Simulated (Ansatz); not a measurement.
Spin gap between two states, R1 and P1; the higher of the two is an excited state, each structure at its B3LYP-D3(BJ)/def2-TZVP stationary point, reached from a drawn start (curvature not checked).
R1, Cl2Si (SMILES Cl[Si]Cl) (charge 0, multiplicity 1):
```
atom    x (Å)   y (Å)    z (Å)
----  -------  ------  -------
Si     0.0000  0.0000  -0.8816
Cl     1.6233  0.0000   0.4408
Cl    -1.6233  0.0000   0.4408
```
P1, Cl2Si (SMILES Cl[Si]Cl) (charge 0, multiplicity 3):
```xyz
3

Si     0.0000     0.0000    -0.7045
Cl     1.7715     0.0000     0.3523
Cl    -1.7715     0.0000     0.3523
```

P less R. No zero-point or thermal terms; singlets are restricted closed shells; open shells are unrestricted.

Cores are frozen in the correlated methods.

Run with Ansatz (Gaussian orbitals). All values are computed, each at the level named.

Total energies in hartree:

```
structure  PBE/def2-TZVPP  PBE0/def2-TZVPP  CCSD(T)/cc-pV(Q+d)Z
---------  --------------  ---------------  -------------------
R1           -1209.477517     -1209.572147         -1208.651366
P1           -1209.397942     -1209.495670         -1208.566759
```

**Question.** Work out the spin gap at each level in kcal/mol (1 hartree = 627.50947 kcal/mol), and say how far PBE/def2-TZVPP lies from CCSD(T)/cc-pV(Q+d)Z.

**Answer.** 
- PBE/def2-TZVPP: (-1209.397942) − (-1209.477517) = 0.079575 hartree = 49.93 kcal/mol
- PBE0/def2-TZVPP: (-1209.495670) − (-1209.572147) = 0.076477 hartree = 47.99 kcal/mol
- CCSD(T)/cc-pV(Q+d)Z: (-1208.566759) − (-1208.651366) = 0.084607 hartree = 53.09 kcal/mol
PBE/def2-TZVPP less CCSD(T)/cc-pV(Q+d)Z: -3.16 kcal/mol. CCSD(T)/cc-pV(Q+d)Z is the level counted from, the highest shown, and no exact or measured value.

Ansatz is a program for electronic structure.
